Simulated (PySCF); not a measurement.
Gas-phase reaction: VOCl3 + 6 F ⇌ VOF3 + 3 ClF

Method: PySCF energies plus ideal-gas RRHO corrections (1 bar). † marks an energy on the PBE0/def2-TZVP geometry and frequencies; other levels use their own. MP2 freezes the core. Open shells (unrestricted): F (multiplicity 2, electronic degeneracy 6); the rest are closed-shell singlets. Spin-orbit splitting is ignored; it lowers the true energy and changes the entropy of F. MP2 isn't extrapolated to the basis-set limit; its ΔH°(298 K) is -1048.7 kJ in def2-SVP and -1162.3 kJ in def2-TZVPP. The harmonic model lacks anharmonicity and excited electronic states, which grow with temperature; levels with a mode under 35 cm⁻¹ are left out.

```json
[
 {"level": "HF/def2-TZVP†", "ΔE electronic, kJ": "-391", "ΔH°(298 K), kJ": "-381", "ΔS°(298 K), J/K": "-346", "ΔG°(2500 K), kJ": "558"},
 {"level": "M06-2X/def2-TZVP†", "ΔE electronic, kJ": "-1185", "ΔH°(298 K), kJ": "-1176", "ΔS°(298 K), J/K": "-346", "ΔG°(2500 K), kJ": "-236"},
 {"level": "MP2/def2-SVP†", "ΔE electronic, kJ": "-1058", "ΔH°(298 K), kJ": "-1049", "ΔS°(298 K), J/K": "-346", "ΔG°(2500 K), kJ": "-109"},
 {"level": "PBE/def2-SVP", "ΔE electronic, kJ": "-1347", "ΔH°(298 K), kJ": "-1339", "ΔS°(298 K), J/K": "-345", "ΔG°(2500 K), kJ": "-405"},
 {"level": "PBE/def2-TZVP†", "ΔE electronic, kJ": "-1362", "ΔH°(298 K), kJ": "-1353", "ΔS°(298 K), J/K": "-346", "ΔG°(2500 K), kJ": "-413"},
 {"level": "PBE0/def2-SVP†", "ΔE electronic, kJ": "-1116", "ΔH°(298 K), kJ": "-1106", "ΔS°(298 K), J/K": "-346", "ΔG°(2500 K), kJ": "-167"},
 {"level": "r2SCAN/def2-TZVP†", "ΔE electronic, kJ": "-1197", "ΔH°(298 K), kJ": "-1187", "ΔS°(298 K), J/K": "-346", "ΔG°(2500 K), kJ": "-248"},
 {"level": "LDA/def2-TZVP†", "ΔE electronic, kJ": "-1715", "ΔH°(298 K), kJ": "-1706", "ΔS°(298 K), J/K": "-346", "ΔG°(2500 K), kJ": "-766"},
 {"level": "ωB97M-V/def2-TZVP†", "ΔE electronic, kJ": "-1218", "ΔH°(298 K), kJ": "-1209", "ΔS°(298 K), J/K": "-346", "ΔG°(2500 K), kJ": "-269"},
 {"level": "ωB97X-V/def2-TZVP†", "ΔE electronic, kJ": "-1220", "ΔH°(298 K), kJ": "-1211", "ΔS°(298 K), J/K": "-346", "ΔG°(2500 K), kJ": "-271"}
]
```
ΔH° is lowest at LDA/def2-TZVP† and highest at HF/def2-TZVP†. No reference value is set beside these.
